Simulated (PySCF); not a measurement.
## Finite-field polarisability of Si (silicon, neutral)

[Ne] 3s2 3p2, high-spin 3P determinant. Calculation: PySCF 2.14, in aug-cc-pwCVTZ (8s7p5d3f, 75 functions); no relativity, point nucleus. Frozen: [Ne]. Energy changes in a uniform field (μhartree):

```
axis  F (au)        HF       MP2      CCSD   CCSD(T)
   x  0.0025  -101.992  -100.715   -99.455   -99.594
   x   0.005  -408.093  -403.003  -397.965  -398.523
   y  0.0022  -100.458   -98.729   -97.511   -97.627
   y  0.0044  -402.327  -395.406  -390.529  -390.994
```

By symmetry the remaining axis equals y.

Q: Derive α along x at CCSD(T) from the two fields.

A: With ΔE = −αF²/2 − γF⁴/24, α = −(16 ΔE(F) − ΔE(2F))/(6F²) = 31.87 bohr³.

Q: And the mean polarisability at each level?

A: The components xx, yy, zz at CCSD(T) are 31.87, 40.32, 40.32, the third axis being equal by symmetry to one of the two computed. Means: HF 38.54, MP2 37.93, CCSD 37.46, CCSD(T) 37.51 bohr³. Reference: 37.3 ± 0.7 bohr³ (recommended; Schwerdtfeger and Nagle, table of static dipole polarizabilities (2023 update)).
